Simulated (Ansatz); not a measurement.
Total energies of C$_{12}$H$_{10}$F$_{2}$Si, SMILES `F[Si](F)(c1ccccc1)c1ccccc1`.

```xyz
25

F    -2.331    0.822    1.442
Si   -1.226    0.979    0.303
F    -1.607    2.321   -0.468
C     0.414    1.127    1.139
C     1.592    0.959    0.408
C     2.830    1.082    1.018
C     2.906    1.372    2.373
C     1.746    1.538    3.115
C     0.509    1.416    2.502
C    -1.318   -0.406   -0.915
C    -1.970   -0.251   -2.140
C    -2.043   -1.302   -3.041
C    -1.464   -2.523   -2.730
C    -0.809   -2.693   -1.518
C    -0.736   -1.641   -0.620
H     1.543    0.721   -0.650
H     3.736    0.949    0.439
H     3.874    1.467    2.853
H     1.806    1.761    4.174
H    -0.394    1.541    3.089
H    -2.420    0.703   -2.392
H    -2.552   -1.168   -3.989
H    -1.521   -3.345   -3.435
H    -0.353   -3.647   -1.276
H    -0.212   -1.781    0.321
```

Total charge 0; spin multiplicity 1. All single points use the PBE0-D4/def2-TZVP geometry. It is one conformer, not always the lowest. Basis def2-TZVPP, the Gaussian-basis code of Ansatz.

RPA on PBE orbitals: Hartree–Fock energy of these orbitals -948.35101 Eh, correlation -3.87140 Eh (frozen core).

```csv
functional,energy without D4 (Eh),D4 term (kJ/mol)
LDA (SPW92),-946.22633,–
BLYP,-952.68540,-189.9
r2SCAN,-952.53401,-24.5
PBE0,-952.03498,-75.7
B3LYP,-952.93320,-140.1
r2SCAN0,-952.45404,-28.4
HSE06 (plane-wave form),-951.99446,-70.7
BHLYP,-952.55683,-105.0
CAM-B3LYP,-952.60698,-77.2
LC-ωPBE,-952.34910,–
ωB97X-V,-952.66350,–
ωB97M-V,-952.66664,–
B2PLYP,-952.27951,–
PBE-QIDH,-951.85549,–
```

Problem. Give the same for PBE, revPBE, B97M-V, r2SCANh. (Estimate.)

Solution. Computed: 
```json
{"functional": "PBE", "energy without D4 (Eh)": "-951.95785", "D4 term (kJ/mol)": "-88.1"}
{"functional": "revPBE", "energy without D4 (Eh)": "-952.63177", "D4 term (kJ/mol)": "-262.9"}
{"functional": "B97M-V", "energy without D4 (Eh)": "-952.80080", "D4 term (kJ/mol)": "–"}
{"functional": "r2SCANh", "energy without D4 (Eh)": "-952.50091", "D4 term (kJ/mol)": "-25.9"}
```

B3LYP takes the VWN-RPA correlation (the form of Gaussian; ORCA's B3LYP/G). HSE06 is the plane-wave form, built on full-range PBE exchange. The double hybrids freeze the cores in their second-order part.

LC-ωPBE has ω = 0.4 bohr⁻¹.
